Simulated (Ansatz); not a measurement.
This geometry of B2BrClFH3OSi (10 atoms, charge 0, multiplicity 1) is a first-order saddle point.

The calculation used RKS B3LYP-D4/def2-SVP (Ansatz 0.2.0).

```xyz
10
Properties=species:S:1:pos:R:3
B -2.109 0.790 0.347
O -0.939 0.214 0.000
Si 0.372 -0.675 -0.415
Cl 0.094 -2.611 0.270
Br 0.549 -0.726 -2.646
B 2.098 0.092 0.319
F 2.089 1.263 0.925
H -2.651 1.532 -0.439
H -2.574 0.556 1.439
H 3.153 -0.485 0.202
```

Problem. Which two structures does it join? (They come from a converged band through this point; their orientation in space is the band's.)

Solution. No bond is made or broken. The dihedral H9–B1–O2–Si3 changes from -178 to 0° by way of a nearly straight angle B1–O2–Si3 (up to 172°), not by a turn about the bond.

Initial state:

```xyz
10
Properties=species:S:1:pos:R:3
B -2.053 0.812 0.452
O -0.734 0.715 0.145
Si 0.346 -0.351 -0.535
Cl -0.453 -2.266 -0.528
Br 0.699 0.300 -2.642
B 2.133 -0.357 0.421
F 2.346 0.454 1.436
H -2.794 -0.121 0.249
H -2.435 1.851 0.933
H 3.029 -1.088 0.072
```

Final state:

```xyz
10
Properties=species:S:1:pos:R:3
B -2.026 0.789 0.477
O -0.780 0.719 -0.054
Si 0.335 -0.391 -0.591
Cl -0.414 -2.313 -0.375
Br 0.696 0.029 -2.753
B 2.100 -0.243 0.396
F 2.245 0.649 1.354
H -2.457 1.886 0.738
H -2.656 -0.222 0.682
H 3.039 -0.955 0.128
```

Problem. How far does it lie above each of them?

Solution. 1.7 kcal/mol above the first and 1.6 kcal/mol above the second. This is the barrier of this one path; another mechanism may lie lower.

The run took 11 min on 2 threads of Arm Neoverse V1, on a shared host, peak memory 0.44 GiB.
